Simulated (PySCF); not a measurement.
Compound: AsFH4Si.
InChI=1S/AsFH4Si/c1-3-2/h1,3H2

Method used: EOM-IP-CCSD/aug-cc-pVDZ in PySCF, restricted Hartree–Fock reference, 15 core orbitals frozen, non-relativistic, gas phase, PBE0-D3(BJ)/def2-SVP geometry.

Hartree–Fock orbital energies give these Koopmans values (eV): HOMO 10.17, HOMO-1 11.98, HOMO-2 13.27, HOMO-3 14.00, HOMO-4 16.79, HOMO-5 17.99, HOMO-6 18.02, HOMO-7 20.48.

Problem. What vertical ionisation energies does EOM-IP-CCSD give?

Solution. 
```json
{"leading hole (HF orbital)": "HOMO", "Koopmans (eV)": "10.17", "EOM-IP-CCSD (eV)": "9.90", "change (eV)": "-0.27", "one-hole share": "0.96"}
{"leading hole (HF orbital)": "HOMO-1", "Koopmans (eV)": "11.98", "EOM-IP-CCSD (eV)": "11.44", "change (eV)": "-0.54", "one-hole share": "0.95"}
{"leading hole (HF orbital)": "HOMO-2", "Koopmans (eV)": "13.27", "EOM-IP-CCSD (eV)": "12.45", "change (eV)": "-0.82", "one-hole share": "0.94"}
{"leading hole (HF orbital)": "HOMO-3", "Koopmans (eV)": "14.00", "EOM-IP-CCSD (eV)": "13.25", "change (eV)": "-0.75", "one-hole share": "0.94"}
{"leading hole (HF orbital)": "HOMO-4", "Koopmans (eV)": "16.79", "EOM-IP-CCSD (eV)": "15.13", "change (eV)": "-1.66", "one-hole share": "0.93"}
{"leading hole (HF orbital)": "HOMO-6", "Koopmans (eV)": "18.02", "EOM-IP-CCSD (eV)": "15.65", "change (eV)": "-2.37", "one-hole share": "0.94"}
{"leading hole (HF orbital)": "HOMO-5", "Koopmans (eV)": "17.99", "EOM-IP-CCSD (eV)": "15.69", "change (eV)": "-2.30", "one-hole share": "0.93"}
{"leading hole (HF orbital)": "HOMO-7", "Koopmans (eV)": "20.48", "EOM-IP-CCSD (eV)": "18.22", "change (eV)": "-2.26", "one-hole share": "0.83"}
```

Problem. Does the order of the lines follow the orbital energies?

Solution. No: the HOMO-6 hole (15.65 eV) falls below the HOMO-5 hole (15.69 eV). The corrections run from -2.37 to -0.27 eV, with a mean of -1.37 eV over the 8 lines; no line lies above its Koopmans value.

Problem. At what kinetic energies would He II light (40.81 eV) eject these electrons?

Solution. 30.91 eV (HOMO), 29.37 eV (HOMO-1), 28.36 eV (HOMO-2), 27.56 eV (HOMO-3), 25.68 eV (HOMO-4), 25.16 eV (HOMO-6), 25.12 eV (HOMO-5), 22.59 eV (HOMO-7).

Lines less than 0.15 eV apart could change places at a higher level. One root was sought for each valence orbital with −ε under 21 eV, eight at most, so deeper holes and satellites are missing; no vibrational structure.

Conformer computed: `[F:1][SiH2:2][AsH2:3]`: H–As3–Si2–F1 -179°, H–As3–Si2–F1 89°.

One conformer stands for the species.
